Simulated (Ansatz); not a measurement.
Relaxation of ClH$_{6}$OPSi$_{2}$ (11 atoms, charge 0, multiplicity 1), to a largest force component of 0.02 eV/Å in at most 40 steps.

Level of theory: RKS BLYP/STO-3G (Ansatz 0.2.0).

```xyz
11
Properties=species:S:1:pos:R:3:forces:R:3
Si -1.718 0.486 1.226 -1.57 2.11 -0.12
Si 0.328 0.370 0.255 -1.68 2.18 -0.91
Cl 1.669 -0.272 1.632 2.07 -0.78 2.13
O 0.399 -0.746 -0.971 -5.48 -1.51 3.80
P 1.507 -0.551 -2.075 5.28 2.71 -4.50
H -1.767 1.520 2.341 0.30 -1.04 -0.94
H -2.745 1.004 0.223 1.02 -0.62 0.82
H -2.191 -0.766 1.735 -0.11 -0.54 0.21
H 0.784 1.734 -0.170 -0.10 -0.62 0.12
H 1.244 -1.673 -2.845 -0.34 -1.40 -0.40
H 2.556 -1.163 -1.329 0.61 -0.50 -0.19
```

**Question.** Where does it end, and by what steps?

**Answer.** The run converged. The force dipped under the threshold on the way, but the program's further checks kept it going. Limits of this set-up: minimal basis. After 18 steps the energy has fallen by 1.205 eV; H11 moved furthest, 0.84 Å.

```json
{"step": "0", "energy less start (eV)": "0.0000", "largest force component (eV/Å)": "5.480", "accepted": "yes"}
{"step": "1", "energy less start (eV)": "-0.8885", "largest force component (eV/Å)": "3.026", "accepted": "yes"}
{"step": "2", "energy less start (eV)": "-1.1009", "largest force component (eV/Å)": "1.027", "accepted": "yes"}
{"step": "3", "energy less start (eV)": "-1.1111", "largest force component (eV/Å)": "1.272", "accepted": "yes"}
{"step": "4", "energy less start (eV)": "-1.1709", "largest force component (eV/Å)": "0.198", "accepted": "yes"}
{"step": "5", "energy less start (eV)": "-1.1900", "largest force component (eV/Å)": "0.158", "accepted": "yes"}
{"step": "6", "energy less start (eV)": "-1.1989", "largest force component (eV/Å)": "0.061", "accepted": "yes"}
{"step": "7", "energy less start (eV)": "-1.1916", "largest force component (eV/Å)": "0.714", "accepted": "no"}
{"step": "8", "energy less start (eV)": "-1.2017", "largest force component (eV/Å)": "0.051", "accepted": "yes"}
{"step": "9", "energy less start (eV)": "-1.2020", "largest force component (eV/Å)": "0.249", "accepted": "yes"}
{"step": "10", "energy less start (eV)": "-1.2047", "largest force component (eV/Å)": "0.021", "accepted": "yes"}
{"step": "11", "energy less start (eV)": "-1.2050", "largest force component (eV/Å)": "0.022", "accepted": "yes"}
{"step": "12", "energy less start (eV)": "-1.2049", "largest force component (eV/Å)": "0.129", "accepted": "no"}
{"step": "13", "energy less start (eV)": "-1.2047", "largest force component (eV/Å)": "0.070", "accepted": "no"}
{"step": "14", "energy less start (eV)": "-1.2052", "largest force component (eV/Å)": "0.006", "accepted": "yes"}
{"step": "15", "energy less start (eV)": "-1.2049", "largest force component (eV/Å)": "0.131", "accepted": "no"}
{"step": "16", "energy less start (eV)": "-1.2054", "largest force component (eV/Å)": "0.020", "accepted": "yes"}
{"step": "17", "energy less start (eV)": "-1.2053", "largest force component (eV/Å)": "0.037", "accepted": "no"}
{"step": "18", "energy less start (eV)": "-1.2055", "largest force component (eV/Å)": "0.015", "accepted": "yes"}
```

```xyz
11
Properties=species:S:1:pos:R:3
Si -1.775 0.488 1.228
Si 0.310 0.521 0.294
Cl 1.811 0.130 1.805
O 0.362 -0.712 -0.905
P 1.850 -0.642 -1.896
H -1.844 1.443 2.322
H -2.762 0.863 0.225
H -2.102 -0.836 1.731
H 0.707 1.834 -0.229
H 1.196 -1.201 -3.045
H 2.314 -1.946 -1.509
```

Whether the end is a true minimum wasn't checked by a vibrational analysis.

The run took 2.1 min on 1 thread of AMD EPYC (Zen 3), on a shared host, peak memory 0.16 GiB.
